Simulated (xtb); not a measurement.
CH3O, doublet, at a GFN2-xTB geometry. Base run: xtb with GFN0-xTB.

Input for xtb:
```
$ xtb mol.xyz --gfn 0 --uhf 1 --json

# file mol.xyz
5

C      0.68555475     0.02506030    -0.03326015
O     -0.67125356    -0.12186477    -0.00544343
H     -1.09819889     0.73923507    -0.05875489
H      1.12820553     0.97457786     0.20251259
H      1.22669342    -0.88925661     0.09935069
```

Variants of this job, named by their change:

```json
[
 {"change": "base", "ΔE vs base (mEh)": "0.000"},
 {"change": "file = coord", "ΔE vs base (mEh)": "0.000"},
 {"change": "etemp = 3000", "ΔE vs base (mEh)": "-0.021"},
 {"change": "acc = 0.0001", "ΔE vs base (mEh)": "0.000"},
 {"change": "acc = 30", "ΔE vs base (mEh)": "0.000"}
]
```
